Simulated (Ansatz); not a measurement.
```xyz
10

C     0.457   -0.694   -1.742
Te    1.379    0.949   -0.704
Si   -0.238    0.901    1.160
O    -0.106   -0.525    1.980
H    -0.556   -0.423   -2.029
H     0.461   -1.570   -1.098
H     1.058   -0.881   -2.629
H    -1.634    1.028    0.654
H     0.087    2.073    2.015
H    -0.906   -0.857    2.392
```

The species carries charge 0 and has multiplicity 1. Te takes the def2 core potential.

**Question.** List the PBE/def2-TZVPP orbital energies in eV (the Gaussian-basis code of Ansatz). (Estimate.)

**Answer.** Ansatz gave: Occupied: -1780.34, -510.42, -269.49, -164.00, -137.97, -114.39, -114.29, -114.10, -94.73, -94.71, -94.66, -40.47, -40.45, -40.29, -40.20, -40.18, -25.15, -17.88, -15.05, -13.54, -11.51, -10.36, -10.28, -9.33, -8.68, -8.00, -7.38, -6.76, -5.16. Lowest empty: -1.42, -0.69, -0.45, 0.69, 1.01, 1.22, 1.65, 2.29.
